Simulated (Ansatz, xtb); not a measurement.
## Relative energy of two structures of BCl2FHSi+

We compare I, a singlet given by its coordinates, with II, `FB[Si+](Cl)Cl`, a singlet. Both are gas-phase species (loosely bound parts included), relaxed with PBE0-D3(BJ)/def2-SVP; the shapes shown needn't be the lowest conformers.

I (Å):

```xyz
6

B     0.0799   -1.1496   -1.3236
Cl    1.3634   -1.5872   -0.1454
Cl    1.6256    1.6157    1.2463
F    -0.7279   -0.2138   -0.8970
Si    0.4441    0.0730    1.7338
H     0.0218   -1.6981   -2.3809
```

Close contacts (Å): B1–Cl2 1.80, B1–F4 1.31, Cl2–Si5 2.67, Cl3–Si5 2.00, B1–H6 1.19.

II (Å):

```yaml
atoms:
  - { symbol: B, position_ang: [-3.2026, -2.3498, 1.0595] }
  - { symbol: Cl, position_ang: [0.3150, -2.0163, 0.4864] }
  - { symbol: Cl, position_ang: [-1.7047, 0.5540, -0.3403] }
  - { symbol: F, position_ang: [-2.9366, -3.5177, 1.5242] }
  - { symbol: Si, position_ang: [-1.5225, -1.2751, 0.4028] }
  - { symbol: H, position_ang: [-4.2869, -1.8442, 0.9734] }
```

Task: Estimate which is lower in electronic energy at CCSD(T)/def2-SVP + ΔMP2/def2-TZVPP, and by roughly how much.

Result: Too close to call at this level: CCSD(T)/def2-SVP + ΔMP2/def2-TZVPP gives E(II) − E(I) = −0.014 eV.

The same difference at several levels:

```csv
level,geometry,E(II) − E(I) (eV),departure from the last row (eV),"job, with rough time for the two"
PBE0-D3(BJ)/def2-SVP,PBE0-D3(BJ)/def2-SVP,+0.022,+0.036,"optimisation, 3 min"
HF/def2-SVP,PBE0-D3(BJ)/def2-SVP,+0.128,+0.142,part of the CCSD(T) run
MP2/def2-SVP,PBE0-D3(BJ)/def2-SVP,+0.108,+0.123,part of the CCSD(T) run
CCSD(T)/def2-SVP,PBE0-D3(BJ)/def2-SVP,+0.223,+0.238,single point
CCSD(T)/def2-SVP + ΔMP2/def2-TZVPP,PBE0-D3(BJ)/def2-SVP,−0.014,,"single point, 56 s"
```

The largest departure from CCSD(T)/def2-SVP + ΔMP2/def2-TZVPP is that of CCSD(T)/def2-SVP, 0.238 eV. Levels run at GFN2-xTB geometries aren't shown. The last row adds to CCSD(T) the change of the MP2 difference between the two basis sets, here −0.238 eV, a large step that makes the value less sure.

With harmonic frequencies from PBE0-D3(BJ)/def2-SVP (ideal gas, rigid rotor, one conformer each, 298.15 K, 1 atm): on the last row, ΔE + ΔZPE = +0.004 eV. A mode under 50 cm⁻¹ makes harmonic enthalpies and free energies unreliable, so none is given.

The correlated steps freeze 17 core orbitals. Run with Ansatz 0.2.0; the last row on 1 thread of AMD EPYC (Zen 3) on a shared host.
